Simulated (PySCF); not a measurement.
Compound: Sn(CCH)Me3, C5H10Sn.
Bonds: Sn1–C2, Sn1–C5, Sn1–C9, Sn1–C13, C2–C3. Hydrogens: H4 on C3; H6, H7, H8 on C5; H10, H11, H12 on C9; H14, H15, H16 on C13.

The calculation used PySCF 2.14.0, PBE0-D3(BJ)/def2-SVP geometry optimisation, gas phase, def2 core potentials past Kr.

Q: List the bond lengths and angles at this level.

A: 
| bond | length (Å) |
| --- | --- |
| Sn1–C2 | 2.111 |
| Sn1–C5, Sn1–C9, Sn1–C13 | 2.148 |
| C2–C3 | 1.219 |
| C3–H4 | 1.076 |
| C5–H6 and 8 like bonds | 1.099 |

Bonds in one row agree within 0.01 Å and their mean is given. A selection of angles:
| angle | degrees |
| --- | --- |
| C2–Sn1–C5 | 107.2 |
| C5–Sn1–C9 | 111.6 |
| Sn1–C2–C3 | 179.3 |
| C2–C3–H4 | 180.0 |
| Sn1–C5–H6 | 110.3 |
| H6–C5–H7 | 109.0 |

The C–Sn distances run from 2.111 Å (Sn1–C2) to 2.148 Å (Sn1–C9), a spread of 0.037 Å. Sn1 (tin bonded to 4 C) is tetrahedral (angles from 107.1° to 111.8°).

Point group: near C3v, missed by 0.22 Å at most; the miss may be what the optimiser left on a soft mode (C3 holds within 0.08 Å). Stationary, but not proved a minimum.
